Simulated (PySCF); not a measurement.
Mg(H)(Me) (CH4Mg), SMILES [MgH][CH3].

Geometry optimised at PBE-D3(BJ)/def2-TZVP.

All values below come from PBE0/def2-TZVPD in PySCF.

The molecule is in vacuum.

| Property | Result |
|---|---|
| total energy | -240.41250 hartree |
| point group | C3v |
| highest occupied level | -6.77 eV |
| lowest empty level | -0.42 eV |
| orbital gap | 6.36 eV |
| dipole moment | 0.44 D |
| quadrupole, principal values (traceless, Buckingham form, about the centre of nuclear charge) | -13.09, 6.55, 6.55 D·Å |
| mean static polarisability | 46.6 bohr³ (6.90 Å³) |
| polarisability, principal values | 40.8, 40.8, 58.1 bohr³ |
